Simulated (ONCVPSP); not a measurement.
## PBE ONCV dataset for selenium (Se), scalar-relativistic all-electron reference.

Se (Z = 34), optimised norm-conserving Vanderbilt (ONCV), made with ONCVPSP 4.0.1 (PBE, scalar-relativistic). Core [Ne], reference 3s2 3p6 3d10 4s1 4p5. Waves: 3s+4s: rc 0.80 bohr, ncon 5, nbas 8, qcut 12.8 1/bohr, 2 projectors; 3p+4p: rc 1.15 bohr, ncon 3, nbas 7, qcut 12.8 1/bohr, 2 projectors; 3d: rc 0.80 bohr, ncon 4, nbas 8, qcut 18.5 1/bohr, local. Local part: the d channel. Core correction: none.

All-electron outer shells of the reference configuration (PBE, scalar-relativistic, ld1.x):

```json
{"shell": "2s", "level (eV)": "-1608.81", "outermost node (bohr)": "0.06", "outermost maximum (bohr)": "0.17"}
{"shell": "2p", "level (eV)": "-1415.22", "outermost node (bohr)": "–", "outermost maximum (bohr)": "0.13"}
{"shell": "3s", "level (eV)": "-215.15", "outermost node (bohr)": "0.24", "outermost maximum (bohr)": "0.50"}
{"shell": "3p", "level (eV)": "-154.61", "outermost node (bohr)": "0.21", "outermost maximum (bohr)": "0.50"}
{"shell": "3d", "level (eV)": "-54.72", "outermost node (bohr)": "–", "outermost maximum (bohr)": "0.45"}
{"shell": "4s", "level (eV)": "-18.11", "outermost node (bohr)": "0.70", "outermost maximum (bohr)": "1.51"}
{"shell": "4p", "level (eV)": "-7.13", "outermost node (bohr)": "0.74", "outermost maximum (bohr)": "1.80"}
```

(1) Estimate the cutoffs (Ha) at which the residual kinetic energy of the hardest occupied pseudo-wave falls to 1 and 0.1 mHa per electron.

(2) Does the potential have ghost states?

(3) Tests: 3s2 3p6 3d10 4s2 4p4; 3s2 3p6 3d10 4s2 4p3; 3s2 3p6 3d10 4s2 4p2; 3s1 3p6 3d10 4s2 4p4. Which has the largest error in its energy relative to the reference configuration, and how large is it?

Answers

(1) 168 Ha and 257 Ha.

(2) Ghosts flagged at negative energy: s at -298.1 eV; no localised positive-energy state flagged. A true bound ghost makes a file unfit for plane-wave use.

(3) 3s1 3p6 3d10 4s2 4p4, with -171 meV (all-electron minus pseudo) on +214.22 eV.
